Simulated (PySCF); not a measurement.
Electron correlation in Br (bromine, neutral)

[Ar] 3d10 4s2 4p5, 2P determinant. Calculation: PySCF 2.14, in aug-cc-pVQZ-PP with ECP10MDF (7s6p5d3f2g, 89 functions); a scalar-relativistic core potential. Frozen: 3s2 3p6 3d10; 7 electrons correlated.

| level | correlation energy (mhartree) |
| --- | --- |
| CCSD | -169.48 |
| (T) | -5.87 |
| CCSD(T) | -175.35 |

Diagnostics: T1 = 0.0066, D1 = 0.0210, largest double amplitude 0.036.

**Question.** Is a single reference adequate?

**Answer.** Yes, within this model without spin-orbit coupling: T1 lies below 0.03 and no double amplitude reaches 0.07.
